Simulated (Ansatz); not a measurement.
Potential energy surface of H2N (cation, charge +1), triplet: symmetric bend, bond length relaxed. Scanned: H-N-H angle. Other coordinates (N-H bond length) were minimised at PBE0/def2-TZVP.

Methods: UKS-PBE/aug-cc-pVDZ = unrestricted PBE/aug-cc-pVDZ (Ansatz, a quantum-chemistry and plane-wave program); FCI/aug-cc-pVDZ = Ansatz with full CI/aug-cc-pVDZ, frozen core.

Energies relative to the lowest point of each profile, in mEh; the last columns give the error against full CI:

| a / ° | UKS-PBE/aug-cc-pVDZ | FCI/aug-cc-pVDZ | UKS-PBE/aug-cc-pVDZ − FCI/aug-cc-pVDZ |
|---|---|---|---|
| 171.37 | 0.5 | 1.2 | -0.7 |
| 162.45 | 0.1 | 0.6 | -0.5 |
| 149.08 | 0.0 | 0.0 | 0.0 |
| 140.29 | 1.2 | 0.9 | 0.3 |
| 127.98 | 5.8 | 5.3 | 0.5 |
| 122.43 | 9.4 | 8.9 | 0.5 |
| 107.95 | 24.2 | 24.0 | 0.2 |
| 101.38 | 33.8 | 33.9 | -0.1 |
| 87.70 | 61.0 | 62.0 | -1.0 |
| 78.51 | — | 87.1 | — |

UKS-PBE/aug-cc-pVDZ is furthest from FCI/aug-cc-pVDZ at 87.70 (-1.0 mEh, below); its mean absolute error over the points is 0.4 mEh.

A dash means that the run gave no value there, or that the column was ended at a point which the program doubted or which failed a test of continuity chosen for this set; such a test can also cut sound points.

The scan ran from 180.0 to 60.0; beyond the range shown the relaxed coordinates jump or full CI changes its symmetry label.
